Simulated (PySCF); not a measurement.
Compound: C4H7N3Si.
Bonds: C1–C2 (double), C2–N3, N3–N4 (aromatic), N4–C5 (aromatic), C5–C6 (aromatic), C6–Si7, C6–N8 (aromatic), N3–N8 (aromatic). Hydrogens: H9, H10 on C1; H11 on C2; H12 on C5; H13, H14, H15 on Si7.

NICS = −σ at a ghost point: NICS(0) at the centroid of the ring atoms, NICS(1) 1 Å to either side along the normal of their mean plane, zz for the tensor component along that normal. Level: GIAO PBE0/pcSseg-1 (PySCF, non-relativistic, gas phase) on the PBE0-D3(BJ)/def2-SVP geometry, one conformer.

Ring bond lengths (Å), with Mayer bond orders in brackets: N3–N4 1.321 (1.20), N4–C5 1.322 (1.52), C5–C6 1.418 (1.28), C6–N8 1.335 (1.44), N8–N3 1.320 (1.21).

Task: Give the NICS values of each ring in ppm.

Result: 
| ring | type | NICS(0) | NICS(1), two faces | NICS(1)zz, two faces | rms pucker (Å) | centre to ring atoms, mean (Å) |
| --- | --- | --- | --- | --- | --- | --- |
| N3–N4–C5–C6–N8 | 5-membered ring with 3 N; formal bonds all aromatic | -12.2 | -13.1 / -13.1 | -32.3 / -32.1 | 0.00 | 1.14 |

Task: What do they say, and how far can they be read as aromaticity?

Result: 
- N3–N4–C5–C6–N8: mean NICS(1)zz -32.2 ppm, shielded, aromatic by this magnetic criterion (flat ring, no four-coordinate atom).

Task: What does the geometric index give? Use HOMA with the parameters of Krygowski (1993).

Result: 
- N3–N4–C5–C6–N8: HOMA 0.94; the largest term is that of C5–C6, α(R − Ropt)² = 0.23. The geometric and the magnetic index point the same way.

Task: At the second NICS(1) probe listed for ring N3–N4–C5–C6–N8, 1 Å off the ring, how large is the induced field along the normal in 1 T applied along it?

Result: NICSzz × B0 = -32.1 ppm × 1 T = -32 μT, against the applied field.

Task: List the ring angles and the Hirshfeld charges of the ring atoms.

Result: 
- N3–N4–C5–C6–N8: N3 115.6° (+0.099 e), N4 103.9° (-0.117 e), C5 109.1° (-0.021 e), C6 106.7° (-0.081 e), N8 104.8° (-0.120 e); sum 540.0° against 540° for a flat convex ring.

Task: What are the shieldings of the ring atoms and their hydrogens in the same run (means over atoms taken as equivalent)?

Result: 
| atoms | environment | σ isotropic (ppm) |
| --- | --- | --- |
| N3 | pyrrole-type nitrogen | -34.1 |
| N4 | pyridine-type nitrogen | -83.0 |
| C5 | aromatic CH next to a ring nitrogen | 37.2 |
| C6 | substituted aromatic carbon | 44.1 |
| N8 | pyridine-type nitrogen | -116.2 |
| H12 | aromatic hydrogen | 23.48 |

Task: How do the values depend on the level or the medium?

Result: 
| level | NICS(0), N3–N4–C5–C6–N8 | mean NICS(1)zz, N3–N4–C5–C6–N8 |
| --- | --- | --- |
| PBE0/pcSseg-1, gas | -12.2 | -32.2 |
| PBE0/pcSseg-1, IEF-PCM chloroform | -12.1 | -32.2 |
| PBE0/pcSseg-1, IEF-PCM tetrahydrofuran | -12.1 | -32.2 |

The geometry is the same throughout; the continuum's cavity takes Bondi-type radii × 1.2.

Shape of the structure used: `[CH2:1]=[CH:2][n:3]1[n:4][cH:5][c:6]([SiH3:7])[n:8]1`: C1–C2–N3–N4 0°.
